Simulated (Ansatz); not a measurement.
Reaction (cleavage of the Si–Si bond): `[SiH3][SiH2]S` + `C=C[SiH](C)O` → `C=C[SiH](C)O[SiH3]` + `[SiH3]S`

Isolated molecules relaxed with PBE0-D4/def2-TZVP in Ansatz; ΔE leaves out vibrations. CCSD(T)/CBS is the MP2 limit (def2-TZVPP, def2-QZVPP) plus CCSD(T) − MP2 in def2-TZVPP, frozen cores. DFT in def2-TZVPP. Each species was taken in one conformer, which may not be the lowest.

Problem. Is it downhill or uphill in electronic energy at CCSD(T)/CBS, and by how much? (Estimate.)

Solution. Computed: Downhill: ΔE = -25.4 kcal/mol.

Problem. What do these levels give: revPBE-D4, r2SCAN0-D4, ωB97X-V, CAM-B3LYP, CCSD/def2-TZVPP, MP2/def2-QZVPP? (An estimate is asked.)

Solution. Computed: revPBE-D4 -19.4, r2SCAN0-D4 -24.5, ωB97X-V -24.9, CAM-B3LYP -26.9, CCSD/def2-TZVPP -26.4, MP2/def2-QZVPP -27.2 kcal/mol.

Problem. What do rigid-rotor, harmonic-oscillator terms from PBE0-D4/def2-TZVP frequencies (298.15 K, 1 bar) make of the CCSD(T)/CBS value? (Estimate.)

Solution. Computed: ΔZPE = -0.6 kcal/mol, ΔH = -26.1 kcal/mol, ΔS = 2 J/(mol·K), ΔG = -26.3 kcal/mol. Modes under 50 cm⁻¹ make the entropy rough.

Largest T1 diagnostic among the species: 0.012.

From PBE to PBE0 (25 % exact exchange), in def2-TZVPP and without D4, ΔE moves by −2.1 kcal/mol. At CCSD(T), def2-SVP lies +0.8 kcal/mol from the extrapolated value and def2-TZVPP −0.1 kcal/mol. In def2-TZVPP, CCSD(T) changes the Hartree–Fock value by +6.3 kcal/mol (the triples alone add +0.9 kcal/mol) and MP2 by +4.8 kcal/mol.
